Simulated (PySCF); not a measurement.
## Worked example: dipole moment from atomic charges

GaCl₂I, SMILES [Cl][Ga]([Cl])[I]. Atoms are numbered in the order given.

```xyz
4

Ga     0.0000     0.0000     0.7937
Cl     0.0000     1.8355     1.8996
Cl     0.0000    -1.8355     1.8996
I      0.0000     0.0000    -1.6829
```

Coordinates come from a B3LYP-D3(BJ)/def2-SVP optimisation. The def2 effective core potentials stand for the cores of I; spin–orbit coupling is left out.

Charges (e) from M06-2X/def2-TZVP in PySCF:

| atom | ESP fit | Mulliken |
|---|---|---|
| Ga1 | 0.486 | 0.695 |
| Cl2 | -0.194 | -0.245 |
| Cl3 | -0.194 | -0.245 |
| I4 | -0.099 | -0.205 |

The dipole moment of the full density is 0.97 D.

What dipole moment does each set of point charges give, and which comes closer to that of the density?


μ = Σ q r, and 1 e Å = 4.8032 D.
ESP fit: Σ q r = (0.000, 0.000, -0.185) e Å, |μ| = 0.89 D.
Mulliken: Σ q r = (0.000, 0.000, -0.034) e Å, |μ| = 0.16 D.
ESP fit comes closer in size. Point charges leave out the atoms' own dipoles (lone pairs, polarised bonds); fits to the potential absorb them, partitions of the density don't.
